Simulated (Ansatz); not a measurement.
`[CH3][GeH]([NH2])[F]` + HCl → `[CH3][GeH]([F])[Cl]` + NH₃ at 400 K and 1 bar (ligand exchange at a Ge–N bond).

Computed with Ansatz on PBE0-D4/def2-TZVP structures; ΔE is electronic, products minus reactants. CCSD(T)/CBS adds triple-zeta CCSD(T) − MP2 to the extrapolated MP2 energy (def2 sets, frozen cores). This one scheme is used for every species. For Ge outer-core shells are correlated without core-valence functions, which leaves a few kJ/mol of doubt a bond. Scalar relativity is left out up to krypton. One conformer a species, not always the lowest.

```csv
species,CCSD(T)/CBS energy (Eh),H − E (kJ/mol),S (J/(mol·K))
`[CH3][GeH]([NH2])[F]`,-2272.33936,223.4,369.4
HCl,-460.38127,29.6,195.4
`[CH3][GeH]([F])[Cl]`,-2676.23424,156.0,364.5
NH₃,-56.50880,104.2,203.1
```

H − E and S are ideal-gas, rigid-rotor, harmonic terms from PBE0-D4/def2-TZVP, for one conformer and one mirror image of each species. 1 Eh = 2625.50 kJ/mol, R = 8.31446 J/(mol·K).

Question: By hand: ΔE, ΔH, ΔS and ΔG.

Answer: ΔE = (-2676.23424) + (-56.50880) − (-2272.33936) − (-460.38127) = -0.02241 Eh = -58.8 kJ/mol. Δ(H − E) = 156.0 + 104.2 − 223.4 − 29.6 = 7.2, so ΔH = -51.6 kJ/mol. ΔS = 364.5 + 203.1 − 369.4 − 195.4 = 2.8 J/(mol·K). ΔG = -51.6 − 400 × (2.8)/1000 = -52.7 kJ/mol.

Question: By hand: the equilibrium constant, and the temperature at which ΔG would vanish if ΔH and ΔS stayed fixed.

Answer: log₁₀ K = −ΔG/(RT ln 10) = 6.9. ΔH and −TΔS have one sign here, so there is no such temperature. One of them is within its doubt of zero, so this could turn.

The number of gas molecules stays the same, so ΔS is small and ΔH decides. A doubt of 5 kJ/mol in ΔE shifts log₁₀ K by 0.7 here. Other conformers and mirror images would add mixing entropy, several J/(mol·K) or more a flexible species. These are equilibria of isolated gas molecules and say nothing of rates. Largest T1 diagnostic: 0.011 (customary marks: 0.02 for closed shells, 0.045 for open ones).
